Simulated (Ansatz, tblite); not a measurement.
Forces on Sn₁₂O₂₀H₁₇³⁺ (started as a model of: [(RSn)12O14(OH)6]2+, R = H) at its PBE-D4/def2-SVP geometry. Total charge 3; singlet.

In the def2 sets Sn takes a core potential; there is no spin–orbit coupling. The xTB rows come from tblite. Single mean-field runs in def2-SVP are fitted with def2-universal-jkfit.

GFN2-xTB (tblite), largest force 1.18 eV/Å:

```xyz
49
positions Å, forces eV/Å
Sn   -2.930   -1.081    0.770    0.061   -0.264    0.114
Sn   -0.573   -2.049    2.895    0.375   -0.317    0.466
Sn   -0.868   -3.479   -0.235    0.320   -0.584   -0.120
Sn    1.651    0.459    2.768    0.465    0.267    0.172
Sn    1.165   -1.892   -2.378    0.413    0.013   -0.384
Sn   -2.749    1.918   -0.617   -0.119    0.711   -0.314
Sn   -1.808   -0.515   -2.748   -0.059   -0.198   -0.400
Sn   -1.320    1.851    2.432    0.018    0.175    0.414
Sn    2.545   -1.920    0.637    0.315   -0.387    0.147
Sn    3.107    1.106   -0.798    0.362    0.231   -0.140
Sn    0.494    1.951   -2.819    0.227    0.317   -0.295
Sn    0.786    3.363    0.272    0.247    0.413   -0.084
O    -0.971   -1.617    0.830   -0.553    0.622   -0.231
O    -3.122   -0.193   -1.073   -0.160   -0.514    0.304
O    -2.897    0.899    1.318   -0.168   -0.555    0.216
O    -0.440    0.086    3.116   -0.247    0.285    0.280
O     1.439   -1.663    2.411    0.126   -0.354    0.114
O    -0.923   -2.250   -2.000   -0.306   -0.005   -0.355
O     1.162   -3.004   -0.525    0.133   -0.327    0.172
O     0.729    2.222    2.115    0.155   -0.032    0.426
O     2.846    0.137    1.116    0.097    0.088    0.560
O     0.234   -0.178   -3.140    0.089   -0.352   -0.274
O     2.622   -0.949   -1.260    0.003   -0.369   -0.441
O    -1.589    1.541   -2.282   -0.555    0.162    0.114
O    -1.321    2.837    0.557   -0.576    0.060   -0.108
O     1.007    1.527   -0.793   -0.050   -0.029    0.018
O    -2.855   -1.774    2.717   -0.848    0.152    0.309
O    -3.108   -3.002    0.026   -0.896   -0.076   -0.178
O    -0.557   -3.931    1.848   -0.101   -1.002    0.468
O     2.622    1.699   -2.813    0.743    0.310   -0.853
O     2.899    3.042    0.127    0.842    0.791    0.201
O     0.334    3.833   -1.782    0.032    1.076   -0.494
H    -3.508   -1.603    3.428    0.299   -0.077   -0.516
H    -3.876   -3.380   -0.452    0.381    0.319    0.339
H    -0.599   -4.820    2.258    0.089    0.529   -0.250
H     3.242    1.845   -3.556   -0.358   -0.138    0.401
H     3.615    3.651    0.399   -0.405   -0.366   -0.100
H     0.311    4.723   -2.187   -0.050   -0.525    0.244
H    -0.648   -2.596    4.513   -0.031    0.098   -0.191
H    -1.153   -5.046   -0.853   -0.008    0.210    0.055
H     2.519    0.742    4.209   -0.163   -0.082   -0.179
H     1.778   -2.849   -3.652   -0.127    0.092    0.201
H    -4.147    2.848   -0.910    0.152   -0.200    0.077
H    -2.803   -0.824   -4.098    0.140    0.076    0.171
H    -2.070    2.731    3.687    0.106   -0.087   -0.189
H     3.908   -2.896    0.954   -0.179    0.166   -0.059
H     4.813    1.049   -0.933   -0.246   -0.004    0.025
H     0.252    2.506   -4.421    0.022   -0.089    0.228
H     0.756    4.947    0.922   -0.008   -0.231   -0.083
```

PBE-D4/def2-SVP (Ansatz), largest force 0.02 eV/Å:

```
Sn 0.012 0.005 -0.004
Sn -0.002 0.004 0.002
Sn -0.002 0.002 -0.004
Sn -0.006 -0.003 0.004
Sn -0.006 -0.005 0.000
Sn -0.006 -0.010 0.004
Sn -0.010 -0.004 0.003
Sn -0.010 -0.004 0.002
Sn -0.001 -0.007 0.003
Sn -0.009 -0.001 0.001
Sn -0.008 -0.012 0.002
Sn -0.007 -0.010 0.008
O -0.006 -0.004 0.003
O 0.003 0.001 0.001
O 0.004 0.000 -0.001
O 0.000 -0.002 -0.001
O 0.007 -0.001 -0.001
O 0.001 -0.001 0.003
O 0.008 0.000 -0.002
O 0.002 0.007 -0.006
O 0.000 0.006 -0.004
O 0.002 0.009 -0.002
O 0.001 0.008 -0.001
O 0.007 0.007 -0.003
O 0.008 0.007 -0.003
O -0.002 0.003 -0.001
O -0.010 -0.002 0.022
O -0.013 -0.018 -0.011
O -0.001 -0.006 0.004
O 0.006 0.001 0.004
O 0.005 -0.002 -0.003
O 0.003 -0.001 0.001
H 0.006 -0.002 -0.018
H 0.009 0.013 0.012
H 0.003 0.010 -0.005
H 0.002 0.000 -0.004
H 0.003 0.003 0.002
H -0.002 0.003 -0.001
H -0.001 0.002 -0.001
H -0.001 0.002 -0.001
H 0.001 0.000 -0.001
H 0.001 0.000 0.000
H 0.000 0.004 -0.001
H 0.001 0.000 -0.001
H 0.001 0.001 0.000
H 0.000 0.000 0.000
H 0.004 0.000 0.000
H 0.001 0.000 -0.001
H 0.001 0.001 0.001
```

BHLYP-D4/def2-SVP (Ansatz), largest force 1.03 eV/Å:

```
Sn 0.720 0.072 -0.102
Sn 0.433 0.256 -0.283
Sn 0.454 0.351 -0.079
Sn -0.055 0.009 -0.304
Sn -0.008 0.237 0.197
Sn 0.375 0.004 -0.039
Sn 0.246 0.107 0.144
Sn 0.213 -0.054 -0.212
Sn -0.143 0.143 -0.053
Sn -0.371 -0.286 0.166
Sn -0.164 -0.342 0.306
Sn -0.185 -0.443 0.083
O -0.861 -0.479 0.302
O 0.801 -0.011 0.631
O 0.694 -0.538 -0.520
O 0.212 0.127 -0.705
O -0.377 0.496 -0.588
O 0.311 0.598 0.326
O -0.314 0.793 0.062
O -0.399 -0.663 -0.324
O -0.762 -0.232 -0.096
O -0.297 -0.164 0.767
O -0.719 -0.026 0.355
O 0.091 -0.556 0.600
O 0.037 -0.821 0.018
O 0.483 0.703 -0.367
O -0.374 0.504 -0.115
O -0.389 0.439 -0.239
O -0.222 -0.209 0.117
O 0.148 0.106 -0.167
O 0.164 0.185 0.006
O 0.243 0.242 -0.133
H 0.679 -0.223 -0.695
H 0.794 0.331 0.503
H 0.063 0.884 -0.410
H -0.612 -0.145 0.735
H -0.706 -0.603 -0.270
H 0.003 -0.884 0.403
H 0.000 0.146 -0.450
H 0.060 0.433 0.180
H -0.243 -0.086 -0.378
H -0.174 0.244 0.345
H 0.367 -0.261 0.085
H 0.272 0.085 0.360
H 0.207 -0.233 -0.337
H -0.356 0.270 -0.090
H -0.452 0.039 0.025
H 0.087 -0.130 0.433
H 0.028 -0.417 -0.194
```
